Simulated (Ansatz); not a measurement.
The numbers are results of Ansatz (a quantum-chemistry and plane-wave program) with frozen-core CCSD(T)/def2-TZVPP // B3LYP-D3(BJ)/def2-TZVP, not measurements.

Ansatz 0.2 input:
```yaml
crystal:
  periodic: [false, false, false]
  atoms:
    - { symbol: F, position_ang: [-0.838062, 1.740778, 0.001458] }
    - { symbol: In, position_ang: [0.000009, 0.000277, -0.000003] }
    - { symbol: F, position_ang: [-1.088123, -1.595787, 0.018581] }
    - { symbol: F, position_ang: [1.926177, -0.145268, -0.020035] }
basis:
  gaussian: { orbitals: def2-TZVPP }
correlation:
  method: ccsd_t
```

Output:

```
Functional definition: HF
1106 factors; integrals over basis functions are off by at most 8.5e-4 eV
mean field evaluation 1: about -13267.7572 eV, gradient 5.2e1 eV
mean field evaluation 2: about -13267.7848 eV, gradient 5.3e1 eV
mean field evaluation 4: about -13272.0171 eV, gradient 1.5e0 eV
mean field evaluation 8: about -13272.0406 eV, gradient 8.5e-2 eV
mean field evaluation 16: about -13271.9639 eV, gradient 1.5e0 eV
mean field -13272.04063832 eV, -487.7384973459 hartree, gradient 8.8e-6 eV, S^2 0.000000; 0 other end points of the search recorded, 0 dependent functions left out
7 core orbitals not correlated
reference -13272.04063832 eV, -487.7384973459 hartree; 17, 17 occupied and 119, 119 virtual orbitals, 1106 factors
second order -28.01592833 eV of doubles, -0.00000000 eV of singles
cycle   1  -26.91911553 eV  change     1.1e0 eV  update   1.4e-1
cycle   2  -27.55413857 eV  change   -6.4e-1 eV  update   5.0e-2
cycle   3  -27.71149299 eV  change   -1.6e-1 eV  update   2.6e-2
cycle   4  -27.69711572 eV  change    1.4e-2 eV  update   8.3e-3
cycle   5  -27.68709150 eV  change    1.0e-2 eV  update   2.7e-3
cycle   6  -27.68815343 eV  change   -1.1e-3 eV  update   9.7e-4
cycle   7  -27.68844930 eV  change   -3.0e-4 eV  update   2.6e-4
cycle   8  -27.68825941 eV  change    1.9e-4 eV  update   1.0e-4
cycle   9  -27.68824796 eV  change    1.1e-5 eV  update   3.7e-5
perturbative correction -0.83479661 eV, -0.0306782097 hartree
Total energy: -13300.56368289 eV, -488.7866999002 hartree
```

Cost: very roughly 40 core-seconds.
